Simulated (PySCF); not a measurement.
Compound: BiMe2(vinyl), C4H9Bi.
Geometry (PBE0-D3(BJ)/def2-SVP, Å), atoms numbered from 1 in this order:
```
atom  x, y, z in Å
Bi1    0.2400    0.3423    1.1647
C2     2.1049    0.3167   -0.1358
H3     1.8071    0.3501   -1.1929
H4     2.6718   -0.6036    0.0612
H5     2.7283    1.1904    0.1013
C6    -0.7254    1.9809   -0.0839
H7    -1.8015    2.0166    0.1363
H8    -0.5732    1.7618   -1.1497
H9    -0.2679    2.9491    0.1643
C10   -0.7463   -1.2951   -0.0234
C11   -1.4024   -2.3088    0.5428
H12   -0.6743   -1.2368   -1.1181
H13   -1.5005   -2.4109    1.6306
H14   -1.8800   -3.0965   -0.0541
```

Method: PBE0-D3(BJ)/def2-SVP geometry optimisation, gas phase, def2 core potentials past Kr (PySCF 2.14.0).

**Question.** Which atoms are bound to Bi1, and at what distances?

**Answer.** 3 atoms: C10 2.251 Å, C2 2.274 Å, C6 2.275 Å. The nearest atom not counted as bound is H3, at 2.83 Å (others tie with it).

**Question.** List the angles at Bi1.

**Answer.** 
```json
{"angle": "C2–Bi1–C10", "degrees": "92.8", "distance of the outer atoms (Å)": "3.28"}
{"angle": "C6–Bi1–C10", "degrees": "92.8", "distance of the outer atoms (Å)": "3.28"}
{"angle": "C2–Bi1–C6", "degrees": "92.4", "distance of the outer atoms (Å)": "3.28"}
```

**Question.** What is the shape at Bi1?

**Answer.** Pyramidal: angles 92.8°, 92.8° and 92.4°, sum 278.0°, 1.25 Å off the plane of its three neighbours. The Bi–C distances aren't all alike: 2.251 to 2.275 Å.

**Question.** What are the other bond lengths?

**Answer.** C2–H3 and 5 like bonds 1.099 Å; C10–C11 1.334 Å; C10–H12 1.099 Å; C11–H13 1.097 Å; C11–H14 1.098 Å.

**Question.** Give some angles away from the centre.

**Answer.** Bi1–C10–C11 123.0°.

**Question.** What are the rotational constants (commonest isotopes, rigid rotor)?

**Answer.** A = 3265, B = 1790, C = 1663 MHz: an asymmetric top.

Point group: near Cs, missed by 0.17 Å at most; the miss may be what the optimiser left on a soft mode. Charge 0, singlet. Stationary, but not proved a minimum.

One conformer stands for the species.
